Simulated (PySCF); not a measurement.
ClIn, neutral, multiplicity 1. Atoms are numbered in the order given.

```xyz
2

In     0.0000     0.0000    -0.6217
Cl     0.0000     0.0000     1.7919
```

Coordinates come from a PBE0-D3(BJ)/def2-TZVP optimisation. The def2 effective core potentials stand for the cores of In; spin–orbit coupling is left out.

Vertical ionisation energy (IE) and electron affinity (EA) in eV. Rows of orbital energies are one-electron estimates. Where ΔSCF, EOM or ADC give a negative EA the extra electron is unbound and the value depends on the basis.

```tsv
level	IE	EA
−ε(HOMO), −ε(LUMO), r2SCAN/def2-TZVPD (PySCF)	6.62	2.29
−ε(HOMO), −ε(LUMO), HF/def2-TZVPD (PySCF)	9.23	-0.38
```
